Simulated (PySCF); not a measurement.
A compound of formula C19H11P has these computed shifts in ppm, with the number of atoms in brackets (GIAO OPBE/pcSseg-1, gas phase, PySCF SCF with an in-house response code, fitting set def2-universal-JFIT, grid level 2, non-relativistic, geometry: GFN2-xTB; 13C, 1H against isolated TMS; 31P against isolated PH3).

31P: 627.0 (1)
1H: 8.62 (1), 8.48 (1), 8.43 (1), 8.25 (1), 8.24 (1), 8.03 (1), 7.74 (1), 7.69 (1), 7.42 (1), 7.41 (1), 6.75 (1)
13C: 150.4 (1), 150.3 (1), 150.2 (1), 149.2 (1), 144.0 (1), 141.9 (1), 136.6 (1), 136.5 (1), 135.7 (1), 133.9 (1), 132.5 (1), 130.3 (1), 130.2 (1), 129.1 (1), 126.7 (1), 126.0 (1), 123.0 (1), 119.9 (1), 118.8 (1)

**Question.** Which structure gave them?

**Answer.** c1cc2cccc3ccc4cpc5ccc(c3c-2c1)c45. Other isomers were not compared.
